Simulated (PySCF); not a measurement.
C3H9BO4Si, SMILES OB([SiH2]CC(OC)=O)O, singlet (GFN2-xTB optimised geometry):

```
18

C      1.623    -3.202    -1.969
O      2.030    -2.230    -1.016
C      1.078    -1.746    -0.212
O     -0.079    -2.121    -0.276
C      1.571    -0.681     0.676
Si     0.887     1.013     0.000
B     -1.096     1.013     0.000
O     -1.896    -0.073     0.001
O     -1.695     2.230     0.000
H      2.502    -3.424    -2.569
H      1.268    -4.103    -1.464
H      0.819    -2.809    -2.594
H      2.655    -0.686     0.703
H      1.176    -0.830     1.678
H      1.563     1.991     0.868
H      1.543     1.163    -1.314
H     -1.464    -0.940    -0.026
H     -2.655     2.199    -0.002
```

Method: PBE0/def2-SVP run with PySCF.

Problem. What are the frontier orbital energies and the dipole moment?

Solution. HOMO-2 -8.88 eV, HOMO-1 -8.35 eV, HOMO -8.11 eV, LUMO -0.20 eV, LUMO+1 0.35 eV; dipole moment 1.81 D.

Meta-Löwdin charges at PBE0/def2-SVP: C1 -0.09, O2 -0.33, C3 0.51, O4 -0.49, C5 -0.44, Si6 0.45, B7 0.23, O8 -0.48, O9 -0.48, H10 0.12, H11 0.11, H12 0.11, H13 0.13, H14 0.13, H15 -0.08, H16 -0.09, H17 0.34, H18 0.33.
